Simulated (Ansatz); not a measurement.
## Cl2H2Se2Ti: where a starting geometry ends

The starting geometry of this gas-phase singlet was optimised with GFN2-xTB.

```xyz
7

Cl   -0.8955   -2.3954   -0.2930
Cl    1.7593   -0.9849    1.5931
Se   -1.2946    0.9524    1.2089
Se    0.9783    0.3662   -1.7433
Ti    0.1713   -0.6597    0.2482
H    -2.2463    1.0989    0.1289
H     1.5888    1.5546   -1.1885
```

Question: Predict what becomes of its bonds when it is optimised with PBE0-D4/def2-SVP.

Answer: It keeps its bonds.

The energy falls by 0.16 eV over 7 steps:

```json
{"step": "1", "E − E(last) (eV)": "0.161"}
{"step": "2", "E − E(last) (eV)": "0.015"}
{"step": "3", "E − E(last) (eV)": "0.002"}
{"step": "4", "E − E(last) (eV)": "0.001"}
{"step": "5", "E − E(last) (eV)": "0.000"}
{"step": "6", "E − E(last) (eV)": "0.000"}
{"step": "7", "E − E(last) (eV)": "0.000"}
```

Final geometry (Å):

```yaml
atoms:
  - { symbol: Cl, position_ang: [-0.9226, -2.3771, -0.3851] }
  - { symbol: Cl, position_ang: [1.7626, -0.9033, 1.6491] }
  - { symbol: Se, position_ang: [-1.2541, 0.9981, 1.2894] }
  - { symbol: Se, position_ang: [0.9324, 0.3282, -1.8294] }
  - { symbol: Ti, position_ang: [0.1603, -0.6102, 0.2286] }
  - { symbol: H, position_ang: [-2.0806, 1.0221, 0.0659] }
  - { symbol: H, position_ang: [1.4631, 1.4743, -1.0643] }
```

The end wasn't checked by frequencies. Run with Ansatz 0.2.0, 43 s on 2 threads of Arm Neoverse V2 (shared host).
